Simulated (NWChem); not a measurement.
# Correlation energy of CNO

```xyz
3

O      0.0000     0.0000     1.1395
C      0.0000     0.0000    -0.0409
N      0.0000     0.0000    -1.2673
```
Charge 0, spin multiplicity 2.

Everything below was run with NWChem. Structure: optimised with UB3LYP/def2-SVP, a minimum by its harmonic frequencies.

Basis set: 6-31G*. Each correlation energy counts from its own Hartree-Fock reference.

```
method           correlation energy (mHa)            remark
---------------  ------------------------  ----------------
CCSD on ROHF                       -439.5  large amplitudes
CCSD[T] on UHF                     -448.2                 -
CCSD[T] on ROHF                    -461.0  large amplitudes
CCSD on UHF                        -429.3                 -
CCSD(T) on UHF                     -445.9                 -
CCSD(T) on ROHF                    -457.8  large amplitudes
UMP2                               -409.4                 -
SCS-UMP2                           -392.8                 -
```

The values span 68.3 mHa, from CCSD[T] on ROHF (lowest) to SCS-UMP2 (highest). 

The correlated methods keep 3 core orbitals frozen. The Pople sets run with spherical d functions. The structure started from a generated list of species. The unpaired electrons of the parent sit in orbitals of symmetry b1 (C2v labels of the run); other states weren't searched. The stability of the SCF solutions was not checked. Open-shell Hartree-Fock references start from PBE0 orbitals. No row is a measurement; the coupled-cluster row has its own basis-set and correlation limits.
